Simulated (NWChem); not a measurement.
All runs are NWChem calculations. System: CH4Al (+1), charge 1, spin multiplicity 1, at a geometry optimised with PBE/def2-SVP. The structure started from a generated list of species. Level: EOM-CCSD/def2-SVPD, 6 core orbitals frozen.

Input file:

```
start mol
memory heap 100 mb stack 700 mb global 1900 mb
charge 1
geometry units angstroms nocenter noautoz
  Al     0.397055     0.612672     0.000000
  C     -0.643671    -0.993155     0.000000
  H     -0.413079    -1.597147     0.904064
  H     -0.413079    -1.597147    -0.904064
  H     -1.727195    -0.745607     0.000000
  H      1.253665     1.934101     0.000000
  symmetry group Cs
end
basis spherical
  * library def2-svpd
end
scf
  rhf
  nopen 0
  maxiter 100
  thresh 1e-7
  semidirect memsize 60000000 filesize 0
end
tce
  freeze core 6
  ccsd
  nroots 2
  2eorb
  2emet 13
  thresh 1e-5
  maxiter 200
  tilesize 24
  dipole
end
task tce energy
```

Part of the output:

```
             Northwest Computational Chemistry Package (NWChem) 7.3.0
             --------------------------------------------------------

                                NWChem Input Module
                                -------------------

 Scaling coordinates for geometry "geometry" by  1.889725989
 (inverse scale =  0.529177249)

 Turning off AUTOSYM since
 SYMMETRY directive was detected!

                             Geometry "geometry" -> ""
                             -------------------------

 Output coordinates in angstroms (scale by  1.889725989 to convert to a.u.)

  No.       Tag          Charge          X              Y              Z
 ---- ---------------- ---------- -------------- -------------- --------------
    1 Al                  13.0000     0.39705500     0.61267200     0.00000000
    2 C                    6.0000    -0.64367100    -0.99315500     0.00000000
    3 H                    1.0000    -0.41307900    -1.59714700     0.90406400
    4 H                    1.0000    -0.41307900    -1.59714700    -0.90406400
    5 H                    1.0000    -1.72719500    -0.74560700     0.00000000
    6 H                    1.0000     1.25366500     1.93410100     0.00000000

 Effective nuclear repulsion energy (a.u.)      44.8780399022

            Nuclear Dipole moment (a.u.)
            ----------------------------
        X                 Y               Z
 ---------------- ---------------- ----------------
     0.0000018897     0.0000113384     0.0000000000

      Symmetry information
      --------------------

 Group name             Cs
 Group number              2
 Group order               2
 No. of unique centers     5

      Symmetry unique atoms

     1    2    3    5    6


 Summary of "ao basis" -> "" (spherical)
 ------------------------------------------------------------------------------
       Tag                 Description            Shells   Functions and Types
 ---------------- ------------------------------  ------  ---------------------
 *                         def2-svpd                  on all atoms

 Summary of "ao basis" -> "ao basis" (spherical)
 ------------------------------------------------------------------------------
       Tag                 Description            Shells   Functions and Types
 ---------------- ------------------------------  ------  ---------------------
 Al                        def2-svpd                10       24   5s3p2d
 C                         def2-svpd                 8       20   4s2p2d
 H                         def2-svpd                 4        8   2s2p

                                 NWChem SCF Module
                                 -----------------

  ao basis        = "ao basis"
  functions       =    76
  atoms           =     6
  closed shells   =    11
  open shells     =     0
  charge          =   1.00
  wavefunction    = RHF
  use symmetry    = T
  symmetry adapt  = T

 Summary of "ao basis" -> "ao basis" (spherical)
 ------------------------------------------------------------------------------
       Tag                 Description            Shells   Functions and Types
 ---------------- ------------------------------  ------  ---------------------
 Al                        def2-svpd                10       24   5s3p2d
 C                         def2-svpd                 8       20   4s2p2d
 H                         def2-svpd                 4        8   2s2p

      Symmetry analysis of basis
      --------------------------

[...]
   0.0000068336107   0.3369643003251    9.16927     0.2     0.2
 --------------------------------------------------------------
 Iterations converged
 ------------------

 Excited state root  1
 Excitation energy / hartree =        0.223700643389514
                   / eV      =        6.087206815096905
 largest EOMCCSD amplitudes: R1 and R2

 Singles contributions
    13a"  (alpha) ---    11a'  (alpha)       -0.9021266013

 Doubles contributions
    14a'  (alpha)    13a"  (beta ) ---    11a'  (alpha)     8a'  (beta )        0.1218246893
    13a"  (alpha)    14a'  (beta ) ---     8a'  (alpha)    11a'  (beta )        0.1218246893
 ------------------

 Excited state root  2
 Excitation energy / hartree =        0.336964300325105
                   / eV      =        9.169269047705781
 largest EOMCCSD amplitudes: R1 and R2

 Singles contributions
    12a'  (alpha) ---    10a"  (alpha)       -0.6277182138
    14a'  (alpha) ---    10a"  (alpha)       -0.1200885874
    13a"  (alpha) ---     9a'  (alpha)       -0.6268689117

 Doubles contributions

 No. of initial left vectors    3

 EOM-CCSD left-hand side iterations
 --------------------------------------------------------------
      Residuum       Omega / hartree  Omega / eV    Cpu    Wall
 --------------------------------------------------------------

 Iteration   1 using    3 trial vectors
   0.4579326608382   0.3195347483750    8.69499
   0.5380975914968   0.4573504387373   12.44514     1.1     1.1

 Iteration   2 using    5 trial vectors
   0.1154566737794   0.2337155057710    6.35973
   0.1133587104681   0.3473896616455    9.45296     0.7     0.7

 Iteration   3 using    7 trial vectors
   0.0461831216671   0.2261198602038    6.15304
   0.0497252087269   0.3403448030444    9.26126     0.8     0.8

 Iteration   4 using    9 trial vectors
   0.0167474285894   0.2243197678229    6.10405
   0.0212281508515   0.3381505042758    9.20155     0.8     0.8

 Iteration   5 using   11 trial vectors
   0.0083702694259   0.2238446183882    6.09112
   0.0106329290826   0.3373811053462    9.18061     0.8     0.8

 Iteration   6 using   13 trial vectors
   0.0052452865656   0.2237219859212    6.08779
   0.0061273303217   0.3371852226449    9.17528     0.8     0.8

 Iteration   7 using   15 trial vectors
   0.0025873112967   0.2236918784829    6.08697
   0.0056949861071   0.3371225957946    9.17358     0.8     0.8

 Iteration   8 using   17 trial vectors
   0.0010914576393   0.2236941968537    6.08703
   0.0067529310531   0.3370376356821    9.17126     0.8     0.8

 Iteration   9 using   19 trial vectors
   0.0004468127114   0.2237010495822    6.08722
   0.0068941959819   0.3370156377439    9.17067     0.8     0.8

 Iteration  10 using   21 trial vectors
   0.0001837223095   0.2237017598822    6.08724
   0.0043911914587   0.3370027117352    9.17031     0.8     0.8

 Iteration  11 using   23 trial vectors
   0.0000719674595   0.2237008686056    6.08721
   0.0022959303865   0.3369737383292    9.16953     1.3     1.3

 Iteration  12 using   25 trial vectors
   0.0000274067352   0.2237005272896    6.08720
   0.0013252715601   0.3369646974856    9.16928     1.5     1.5

 Iteration  13 using   27 trial vectors
   0.0000114468612   0.2237005555502    6.08720
   0.0007292820242   0.3369654008149    9.16930     1.6     1.6

 Iteration  14 using   29 trial vectors
   0.0000045881685   0.2237005916547    6.08721
   0.0003260848624   0.3369644498587    9.16927     1.5     1.5

 Iteration  15 using   30 trial vectors
   0.0000043812558   0.2237005908659    6.08721
   0.0001758647393   0.3369642612691    9.16927     0.8     0.8

 Iteration  16 using   31 trial vectors
   0.0000042840279   0.2237005904413    6.08721
   0.0001354280001   0.3369644173889    9.16927     0.9     0.9

 Iteration  17 using   32 trial vectors
   0.0000042623403   0.2237005900554    6.08721
   0.0001407870163   0.3369642833491    9.16927     0.8     0.8

 Iteration  18 using   33 trial vectors
   0.0000042543690   0.2237005906461    6.08721
   0.0001837836521   0.3369640739987    9.16926     0.9     0.9

 Iteration  19 using   34 trial vectors
   0.0000042279650   0.2237005894888    6.08721
   0.0002504585785   0.3369647378982    9.16928     0.9     0.9

 Iteration  20 using   35 trial vectors
   0.0000041816498   0.2237005855876    6.08721
   0.0002976646188   0.3369650855594    9.16929     0.8     0.8

 Iteration  21 using   36 trial vectors
   0.0000041373400   0.2237005820818    6.08721
   0.0002199970836   0.3369646561670    9.16928     0.9     0.9

 Iteration  22 using   37 trial vectors
   0.0000041329826   0.2237005803564    6.08721
   0.0001253165787   0.3369643478846    9.16927     0.9     0.9

 Iteration  23 using   38 trial vectors
   0.0000040476723   0.2237005817607    6.08721
   0.0000765107306   0.3369640272901    9.16926     1.0     1.0

 Iteration  24 using   39 trial vectors
   0.0000039711856   0.2237005850563    6.08721
   0.0000427018398   0.3369641468650    9.16926     0.9     0.9

 Iteration  25 using   40 trial vectors
   0.0000039003257   0.2237005873469    6.08721
   0.0000205844297   0.3369643069601    9.16927     0.9     0.9

 Iteration  26 using   41 trial vectors
   0.0000038636348   0.2237005887192    6.08721
   0.0000086687774   0.3369643411877    9.16927     0.8     0.8
 --------------------------------------------------------------
 Iterations converged

 Excited state root  1
 Excitation energy / hartree =        0.223700643389514
                   / eV      =        6.087206815096905

 EOM-CCSD transition moments / hartree
 --------------------------------------------
 X    0.0000000 Y    0.0000000 Z    0.0348191
 Oscillator Strength                0.0001808
 --------------------------------------------

 EOM-CCSD dipole moments / hartree & Debye
 ------------------------------------
   X         0.0639965      0.1626640
   Y         0.1320600      0.3356657
   Z         0.0000000      0.0000000
 Total       0.1467495      0.3730027
 ------------------------------------

 Singles contributions
    13a"  (alpha) ---    11a'  (alpha)       -0.9021266013

 Doubles contributions
    14a'  (alpha)    13a"  (beta ) ---    11a'  (alpha)     8a'  (beta )        0.1218246893
    13a"  (alpha)    14a'  (beta ) ---     8a'  (alpha)    11a'  (beta )        0.1218246893

 Excited state root  2
 Excitation energy / hartree =        0.336964300325105
                   / eV      =        9.169269047705781

 Task  times  cpu:       86.0s     wall:       86.0s

 Total times  cpu:       86.0s     wall:       86.0s
```
